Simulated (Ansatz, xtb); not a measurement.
**Two structures of GeH4OS**

We compare I, a singlet given by its coordinates, with II, a singlet given by its coordinates. Both are gas-phase species (loosely bound parts included), relaxed with r2SCAN-D4/def2-TZVP.

I (Å):

```xyz
7

Ge   -0.2360   -1.4057    0.3458
O     0.3539   -0.9416   -1.3192
S    -1.1114    1.2275    0.6335
H     1.0715   -0.8054    1.0494
H    -0.1098    1.4684   -0.2313
H    -0.2464   -1.2996   -1.9825
H    -0.3487    1.5403    1.6951
```

Close contacts (Å): Ge1–O2 1.83, Ge1–S3 2.79, Ge1–H4 1.60, O2–H6 0.96, S3–H5 1.34, S3–H7 1.34.

II (Å):

```xyz
7

Ge    0.6223   -1.1909    0.9205
O    -0.7568   -1.2049   -0.2680
S     1.4581    1.2809    0.2030
H    -1.5410   -0.7628    0.0727
H     0.2512    1.7064   -0.2092
H    -0.1333   -0.3398    2.0682
H     1.8174    0.9306   -1.0444
```

Close contacts (Å): Ge1–O2 1.82, Ge1–S3 2.71, Ge1–H6 1.62, O2–H4 0.96, S3–H5 1.34, S3–H7 1.34.

Problem. Estimate E(II) − E(I) at the level CCSD(T)/def2-TZVP.

Solution. Too close to call at this level: CCSD(T)/def2-TZVP gives E(II) − E(I) = −0.003 eV.

Level by level:

```tsv
level	geometry	E(II) − E(I) (eV)	departure from the last row (eV)	job, with rough time for the two
r2SCAN-D4/def2-TZVP	r2SCAN-D4/def2-TZVP	−0.017	−0.014	optimisation, 86 s
HF/def2-TZVP	r2SCAN-D4/def2-TZVP	−0.016	−0.013	part of the CCSD(T) run
MP2/def2-TZVP	r2SCAN-D4/def2-TZVP	−0.008	−0.006	part of the CCSD(T) run
CCSD(T)/def2-TZVP	r2SCAN-D4/def2-TZVP	−0.003		single point, 33 s
```

The largest departure from CCSD(T)/def2-TZVP is that of r2SCAN-D4/def2-TZVP, 0.014 eV. Levels run at GFN2-xTB geometries aren't shown.

With harmonic frequencies from r2SCAN-D4/def2-TZVP (ideal gas, rigid rotor, one conformer each, 1000 K, 1 atm): on the last row, ΔE + ΔZPE = −0.006, ΔH = −0.006, ΔG = +0.042 eV.

The correlated steps freeze 15 core orbitals; the filled d shell of Ge is correlated, in a basis made for valence electrons. Run with Ansatz 0.2.0; the last row on 2 threads of Intel(R) Xeon(R) Platinum 8259CL CPU @ 2.50GHz (Skylake/Cascade Lake) on a shared host.
